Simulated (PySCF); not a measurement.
Q: Give a PBE0-D3(BJ)/def2-SVP geometry of InChI=1S/C7H12O3/c1-5(2)10-7-3-6(8)4-9-7/h5,7H,3-4H2,1-2H3/t7-/m0/s1.

A: 
Z-matrix in Å and degrees, rows numbered from 1:
```
C 
C   1  1.5193
C   2  1.5154  1  112.68
O   2  1.4232  1  111.10  3   119.93
C   4  1.3841  2  116.61  1    90.26
C   5  1.5185  4  107.54  2   174.33
C   6  1.5164  5  102.19  4    88.92
O   7  1.1994  6  127.84  5  -163.85
C   7  1.5227  6  105.87  5    16.17
O   9  1.4046  7  105.82  6     4.57
H   1  1.0980  2  110.60  3   178.74
H   1  1.1014  2  109.91  3   -61.16
H   1  1.1007  2  110.62  3    58.30
H   2  1.1087  1  108.84  3  -121.09
H   3  1.0995  2  110.71  1  -179.22
H   3  1.1001  2  110.88  1   -58.57
H   3  1.1009  2  110.05  1    61.27
H   5  1.1047  4  110.84  2    47.78
H   6  1.0968  5  113.75  4   -31.96
H   6  1.1020  5  111.02  4  -155.58
H   9  1.1010  7  111.08  6   123.95
H   9  1.1065  7  109.03  6  -116.87
```

Of the pairs four or more bonds apart, O10···H11 is among the closest relative to their van der Waals radii: 2.48 Å, 91 % of the sum of Bondi's values. O10 (cyclic ether oxygen) is bent (angle 108.7°). The 5-membered ring C5–C6–C7–C9–O10 has internal angles of 102.2° to 108.7°; it is puckered, 0.15 Å rms from its mean plane, widest ring torsion 37°. O4 (ether oxygen) is bent (angle 116.6°).

Level of theory: PySCF 2.14.0, PBE0-D3(BJ)/def2-SVP geometry optimisation, gas phase.

Point group: C1 (no symmetry element, even within 0.4 Å). PBE0-D3(BJ)/def2-SVP frequencies: not computed here. One conformer, not necessarily the lowest (C1–C2–O4–C5 90°, C2–O4–C5–C6 174°, O4–C5–C6–C7 89°, C5–C6–C7–O8 -164°, C6–C7–C9–O10 5°, C7–C9–O10–C5 -26°).
